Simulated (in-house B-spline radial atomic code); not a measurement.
Orbital energies and mean radii along the 16-electron series, configuration 1s2 2s2 2p6 3s2 3p1/2(2) 3p3/2(2). The effective charge is n√(-2ε), a non-relativistic measure. Computed with a B-spline radial code for spherical atoms: Dirac-Hartree-Fock, jj configuration that fills j = l - 1/2 first, finite nuclei.

| ion | Z | energy of 2p3/2 (Eh) | mean radius of 2p3/2 (bohr) | energy of 1s1/2 (Eh) | mean radius of 1s1/2 (bohr) | effective charge of 2p3/2 |
| --- | --- | --- | --- | --- | --- | --- |
| Pr43+ | 59 | -316.75 | 0.09097 | -1651.12 | 0.024083 | 50.339 |
| Nd44+ | 60 | -329.58 | 0.089275 | -1713.48 | 0.023619 | 51.348 |
| Pm45+ | 61 | ? | ? | ? | ? | ? |
| Sm46+ | 62 | -356.01 | 0.086061 | -1842.23 | 0.022732 | 53.367 |
| Eu47+ | 63 | ? | ? | ? | ? | ? |
| Gd48+ | 64 | -383.49 | 0.083061 | -1976.51 | 0.021897 | 55.389 |
| Tb49+ | 65 | -397.62 | 0.081634 | -2045.78 | 0.021497 | 56.4 |

Q: Fill in the row of Pm45+.

A: energy of 2p3/2 (Eh): -342.66; mean radius of 2p3/2 (bohr): 0.08764; energy of 1s1/2 (Eh): -1777.18; mean radius of 1s1/2 (bohr): 0.023169; effective charge of 2p3/2: 52.357.

Q: Fill in the row of Eu47+.

A: energy of 2p3/2 (Eh): -369.62; mean radius of 2p3/2 (bohr): 0.084536; energy of 1s1/2 (Eh): -1908.68; mean radius of 1s1/2 (bohr): 0.022308; effective charge of 2p3/2: 54.378.

Q: How does the screening of 2p3/2 change?

A: Z less the effective charge goes from 8.66 at Z = 59 to 8.60 at Z = 65.
